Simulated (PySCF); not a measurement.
fluoro(fluorosilylsulfanyl)silane (F2H4SSi2), SMILES [SiH2](F)S[SiH2]F.

Geometry: TPSSh-D3(BJ)/def2-SVP. The values are those of a single conformer.

Computed with PBE/def2-TZVP (PySCF).

Gas-phase values at a fixed geometry.

The total energy is -1178.90454 hartree, the highest occupied level is -7.14 eV and the lowest empty level comes out as -1.36 eV. The orbital gap is 5.78 eV, the dipole moment is 0.06 D and the quadrupole, principal values (traceless, Buckingham form, about the centre of nuclear charge) comes out as -9.13, 0.35, 8.78 D·Å. The mean static polarisability is 70.4 bohr³ (10.43 Å³). The polarisability, principal values is 55.6, 67.1, 88.4 bohr³.
